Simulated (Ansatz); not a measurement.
Level of theory: frozen-core CCSD(T)/cc-pVTZ // B3LYP-D3(BJ)/def2-TZVP in Ansatz (a quantum-chemistry and plane-wave program).

Ansatz 0.2 input:
```yaml
crystal:
  periodic: [false, false, false]
  atoms:
    - { symbol: C, position_ang: [-1.01776, -0.026636, -0.016643] }
    - { symbol: Ga, position_ang: [0.938308, 0.016882, 0.002205] }
    - { symbol: Cl, position_ang: [2.159632, -1.757406, 0.043081] }
    - { symbol: Cl, position_ang: [2.065401, 1.853226, 0.001398] }
    - { symbol: H, position_ang: [-1.366711, -1.004878, -0.340646] }
    - { symbol: H, position_ang: [-1.383721, 0.169806, 0.991729] }
    - { symbol: H, position_ang: [-1.395147, 0.749007, -0.681123] }
basis:
  gaussian: { orbitals: cc-pVTZ }
correlation:
  method: ccsd_t
```

Output:

```
Functional definition: HF
1083 factors; integrals over basis functions are off by at most 1.2e-3 eV
mean field evaluation 1: about -78423.5515 eV, gradient 2.8e1 eV
mean field evaluation 2: about -78423.6438 eV, gradient 2.8e1 eV
mean field evaluation 4: about -78425.6528 eV, gradient 2.6e0 eV
mean field evaluation 8: about -78425.6810 eV, gradient 1.5e-1 eV
mean field evaluation 16: about -78425.1833 eV, gradient 1.3e1 eV
mean field -78425.68113459 eV, -2882.0906228601 hartree, gradient 2.1e-6 eV, S^2 0.000000; 0 other end points of the search recorded, 0 dependent functions left out
20 core orbitals not correlated
reference -78425.68113459 eV, -2882.0906228601 hartree; 17, 17 occupied and 146, 146 virtual orbitals, 1083 factors
second order -19.17109593 eV of doubles, -0.00000000 eV of singles
cycle   1  -19.82635484 eV  change   -6.6e-1 eV  update   9.3e-2
cycle   2  -20.30054352 eV  change   -4.7e-1 eV  update   2.5e-2
cycle   3  -20.37925670 eV  change   -7.9e-2 eV  update   1.2e-2
cycle   4  -20.37279807 eV  change    6.5e-3 eV  update   2.8e-3
cycle   5  -20.37189113 eV  change    9.1e-4 eV  update   1.0e-3
cycle   6  -20.37173930 eV  change    1.5e-4 eV  update   2.9e-4
cycle   7  -20.37169850 eV  change    4.1e-5 eV  update   9.8e-5
cycle   8  -20.37172028 eV  change   -2.2e-5 eV  update   3.3e-5
perturbative correction -0.89940665 eV, -0.0330525847 hartree
Total energy: -78446.95226152 eV, -2882.8723223567 hartree
```

Cost: very roughly 100 core-seconds.
